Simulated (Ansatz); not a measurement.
`CNB(C)C` + `CB(N)Cl` → `CNB(C)Cl` + `CBNC`  (substitution at a C–B bond)

Isolated molecules relaxed with PBE0-D4/def2-TZVP in Ansatz; ΔE leaves out vibrations. CBS: MP2 limit from def2 TZ/QZ plus the TZ coupled-cluster correction, frozen cores. This one scheme is used for every species. DFT in def2-TZVPP. Each species was taken in one conformer, which may not be the lowest.

`CNB(C)C`:

Z-matrix (Å, degrees):
```
C
N 1 1.442
H 1 1.089 2 110.0
H 1 1.095 2 111.6 3 119.6
H 1 1.095 2 111.7 3 -119.6
B 2 1.399 1 129.7 3 1.4
H 2 1.008 1 113.2 3 -178.9
C 6 1.581 2 118.0 1 179.8
C 6 1.578 2 122.7 1 -0.1
H 8 1.094 6 114.2 2 -0.2
H 8 1.096 6 110.8 2 -121.7
H 8 1.095 6 110.8 2 121.4
H 9 1.091 6 116.2 2 -2.8
H 9 1.096 6 109.7 2 119.1
H 9 1.095 6 110.1 2 -125.3
```

`CB(N)Cl`:

Z-matrix (Å, degrees):
```
C
B 1 1.563
H 1 1.094 2 110.4
H 1 1.093 2 113.2 3 -121.5
H 1 1.094 2 110.4 3 117.0
N 2 1.389 1 124.0 3 121.5
Cl 2 1.786 1 119.1 3 -58.5
H 6 1.005 2 123.0 1 180.0
H 6 1.005 2 122.4 1 0.0
```

`CNB(C)Cl`:

```xyz
12

C     0.950   -1.410    1.011
N     0.135   -0.280    0.632
B    -0.111    0.248   -0.629
C    -1.032    1.492   -0.861
Cl    0.653   -0.520   -2.051
H     1.754   -1.110    1.690
H     0.353   -2.182    1.505
H     1.400   -1.844    0.120
H    -0.314    0.182    1.407
H    -1.451    1.896    0.064
H    -1.862    1.235   -1.527
H    -0.477    2.292   -1.361
```

`CBNC`:

Cartesian coordinates in Å:
```
C 0.166 1.657 1.104
B 0.281 0.638 -0.084
N -0.245 -0.645 -0.005
C -0.204 -1.667 -1.023
H -0.356 1.265 1.982
H -0.356 2.564 0.781
H 1.160 1.988 1.423
H 0.834 0.937 -1.111
H -0.715 -0.929 0.842
H 0.318 -1.276 -1.896
H 0.327 -2.560 -0.679
H -1.209 -1.970 -1.334
```

```json
{"level": "LDA (SPW92)", "ΔE (eV)": "0.71"}
{"level": "CCSD(T)/def2-SVP", "ΔE (eV)": "0.60"}
{"level": "MP2/def2-TZVPP", "ΔE (eV)": "0.74"}
{"level": "SCS-MP2/def2-QZVPP", "ΔE (eV)": "0.70"}
```

**Question.** What does CCSD(T)/CBS give? (Best estimate.)

**Answer.** Ansatz gave: +0.72 eV. The listed levels differ from it by -0.01, -0.12, 0.02, -0.02 eV.

Largest T1 diagnostic among the species: 0.011.

Leaving LDA and LC-ωPBE aside and taking each functional with its dispersion term where it has one, the values, not all of them listed here, spread over 0.11 eV, from BLYP-D4 to B97M-V. From BLYP to BHLYP (50 % exact exchange), in def2-TZVPP and without D4, ΔE moves by +0.03 eV.
